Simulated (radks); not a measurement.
All-electron atom: the xenon ion Xe4+ in [Kr] 4d10 5s2 5p2 (the NIST ground configuration). Calculated with a radial shooting solver on a logarithmic mesh with Libxc functionals: Dirac Kohn-Sham, Slater X-alpha with alpha = 0.667, spin-unpolarised, spherical densities, point nucleus; open shells fill j = l - 1/2 first.

Normalised radial functions P(r) = r R(r) (large component), r in bohr:

```
   r/bohr * 4d3/2, o 5p3/2 (the largest magnitude, 1.18, reaches the edge; | marks zero, & curves that meet)
 0.001227                             &
 0.001624                             &
 0.002148                             &
 0.002842                             &
 0.003761                             &
 0.004976                             &
 0.006584                             &
 0.008711                             &
  0.01153                             *o
  0.01525                             *o
  0.02018                             * o
   0.0267                             |* o
  0.03533                             |* o
  0.04674                             | * o
  0.06185                             |   &
  0.08183                             |   o  *
   0.1083                             |o         *
   0.1433                          o  |             *
   0.1895                       o     |              *
   0.2508                       o     |          *
   0.3318                           o |*
   0.4391                 *           |     o
   0.5809      *                      |         o
   0.7686  *                          |      o
    1.017       *                 o   |
    1.346              o *            |
     1.78          o            *     |
    2.356              o            * |
    3.117                     o       *
    4.124                           o *
    5.457                             &
```

4d3/2: eigenvalue -104.85 eV, 1 radial node at r = 0.341 bohr, <r> = 0.866 bohr, 90 % of the charge inside 1.31 bohr. 5p3/2 (empty): eigenvalue -45.900 eV, 3 radial nodes at r = 0.119, 0.356, 0.927 bohr, <r> = 1.97 bohr, 90 % of the charge inside 2.83 bohr.
